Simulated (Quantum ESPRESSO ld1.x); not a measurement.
Results of a calculation; reference values are marked as such.
Q: Sb16+, configuration [Ar] 3d10 4s2 4p5. Level of theory: Dirac Kohn-Sham, LDA (Slater exchange, Perdew-Zunger correlation), spin-unpolarised, spherical densities, point nucleus; open shells are shared between the two j in proportion to 2j + 1 (ld1.x of Quantum ESPRESSO 7.5).

Spin-orbit splittings of the eigenvalues, e(l+1/2) - e(l-1/2), with zeta = 2 splitting/(2l+1) and mean radii in bohr:

shell  occ.  splitting (eV)  zeta (eV)  <r> j=l-1/2  <r> j=l+1/2
2p        6               ?          ?       0.1032       0.1087
3p        6           47.27      31.51       0.3185       0.3296
3d       10           9.946      3.978       0.2993       0.3027
4p        5           11.59      7.729       0.7398       0.7583
4d        0           2.231     0.8924       0.7889       0.7943

Estimate the 2p splitting.

A: 251.7 eV (zeta = 167.8 eV).
